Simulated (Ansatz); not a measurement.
Molecule: VCl4, net charge 0, doublet state. The spin state was set by rule; other spins were not relaxed. SMILES: [Cl][V]([Cl])([Cl])[Cl]
Structure (B3LYP-D3(BJ)/def2-TZVP (Ansatz, a quantum-chemistry and plane-wave program) minimum search):
```xyz
5

V      0.0000     0.0000     0.0000
Cl     1.7006    -0.5850    -1.1597
Cl     0.5793     0.5104     1.9958
Cl    -0.9308     1.7357    -0.8369
Cl    -1.3492    -1.6610     0.0008
```
Charge 0, spin multiplicity 2.

Wanted: atomisation energy (electronic, to ground-state atoms), in kcal/mol. Valence correlation only, unless marked. UHF or UKS for open shells. Spin-orbit coupling is left out. Frozen are the shells of the preceding noble gas and the d and f shells that filled before the atom's block. Non-relativistic. The coupled-cluster limit lacks core correlation, which all-electron functionals hold. CBS(X,Y): correlation extrapolated as X^-3; Hartree-Fock from the larger set. [CCSD(T)-MP2]/basis is that difference in the basis named.

```tsv
level	program	atomisation energy (kcal/mol)
HF/STO-3G	Ansatz	361.0
B3LYP-D3(BJ)/def2-TZVPD	Ansatz + dftd3	365.9
PBE0/STO-3G	Ansatz	518.8
PBE0/def2-TZVP	Ansatz	365.7
BHLYP-D4/def2-TZVPD	Ansatz + dftd4	316.5
r2SCANh/def2-TZVPD	Ansatz	378.6
r2SCAN0-D4/def2-TZVPD	Ansatz + dftd4	357.5
CAM-B3LYP-D4/def2-TZVPD	Ansatz + dftd4	352.9
CCSD/6-31G	Ansatz	247.9
RI-MP2/CBS(def2-TZVPP,def2-QZVPP)+[CCSD(T)-MP2]/def2-TZVPP	Ansatz	358.5
```
